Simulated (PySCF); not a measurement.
Bond length, frequency and bond energy of SrBe by level of theory

State: ¹Σ⁺ (singlet), closed shell. Set-up: PySCF, scalar-relativistic core potentials, basis sets Sr def2-SVP with ECP28, Be def2-SVP. De refers to Sr + Be in their ground configurations, without counterpoise correction. A positive dipole means Sr(−)Be(+). Levels whose curve was spin-contaminated or gave no clean fit are not listed.

```tsv
Level	Re (Å)	ωe (cm⁻¹)	De (eV)	μ (D)
PBE	3.457	172	0.324	-1.36
PBEsol	3.427	179	0.365	-1.30
PW91	3.451	173	0.330	-1.36
TPSS	3.474	173	0.303	-1.24
r²SCAN	3.490	170	0.289	-1.16
PBE0	3.534	153	0.231	-1.04
ωB97X	3.962	71.6	0.072	-0.19
```

Question: What does a quarter of exact exchange do here, going from PBE to PBE0?

Answer: PBE0 less PBE: +7.7 pm in Re, -11.0 % in ωe, -0.09 eV in De. Exact exchange removes part of the self-interaction that spreads semilocal densities, and in most molecules shortens and stiffens the bond and lowers De; here Re and ωe go the other way.

Question: What does the step from GGA to meta-GGA do here, going from PBE to r²SCAN?

Answer: r²SCAN less PBE: +3.3 pm in Re, -1.2 % in ωe, -0.04 eV in De. 

Closed-shell solutions of metal pairs were not tested for spin polarisation, which can lower them a little. The bond is weak. Basis-set superposition, not corrected here, can be much of De in a small basis, most of all at correlated wavefunction levels. Functionals without a dispersion term scatter widely for such bonds, and LDA overbinds them.
